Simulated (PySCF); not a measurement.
Isomers of C7H7N. Computed with PySCF 2.14.0, density-fitted response routines, TDDFT PBE0/def2-SVPD, vertical, gas phase, core orbitals frozen in the response. Geometries: GFN2-xTB; one conformer of each isolated species. Triplets are in the Tamm–Dancoff approximation.

A. `C=C(C=C)/C=C/C#N`
B. `Nc1ccc2c(c1)C2`
C. `C#CC(=C)CCC#N`
D. `C=C=CC/C=C\C#N`

Lowest singlet levels (six at most, fewer where fewer were computed) with oscillator strengths:

1. 240 nm (f 0.136); 227 nm (f 0.053); 209 nm (f 0.049); 200 nm (f 0.363); 193 nm (f 0.010); 188 nm (f 0.005); T1 3.66 eV
2. 274 nm (f 0.074); 234 nm (f 0.052); 228 nm (f 0.066); 213 nm (f 0.004); 210 nm (f 0.005); 204 nm (f 0.000); T1 3.62 eV
3. 274 nm (f 0.217); 234 nm (f 0.210); 226 nm (f 0.255); 207 nm (f 0.004); 189 nm (f 0.017); 189 nm (f 0.014); T1 2.67 eV
4. 225 nm (f 0.000); 217 nm (f 0.248); 194 nm (f 0.001); 182 nm (f 0.000); 173 nm (f 0.089); 170 nm (f 0.002); T1 3.48 eV

Question: Which spectrum belongs to which structure?

Answer: 1 = D, 2 = B, 3 = A, 4 = C.
- A: S1 at 4.53 eV, HOMO→LUMO (78%), HOMO→LUMO+1 (11%), HOMO-1→LUMO (9%); Löwdin shares by element: HOMO carbon 64% or more (atoms not listed hold the other 36%); LUMO carbon 68% or more (atoms not listed hold the other 32%); HOMO -7.15 and LUMO -2.16 eV.
- B: S1 at 4.53 eV, HOMO→LUMO (92%); Löwdin shares by element: HOMO carbon 46% or more, nitrogen 23% (atoms not listed hold the other 31%); LUMO carbon 66% or more (atoms not listed hold the other 34%); HOMO -5.70 and LUMO -0.22 eV.
- C: S1 at 5.50 eV, HOMO-1→LUMO (97%); Löwdin shares by element: HOMO carbon 88% or more; LUMO carbon 80% or more (atoms not listed hold the other 20%); HOMO -7.54 and LUMO -1.29 eV.
- D: S1 at 5.17 eV, HOMO→LUMO (82%), HOMO-1→LUMO (10%); Löwdin shares by element: HOMO carbon 69% or more (atoms not listed hold the other 31%); LUMO carbon 63% or more, nitrogen 14% (atoms not listed hold the other 23%); HOMO -7.68 and LUMO -1.57 eV.
A and B have S1 within 0.01 eV of each other; their strongest listed levels stand at 5.48 eV (f 0.255) and 4.53 eV (f 0.074).
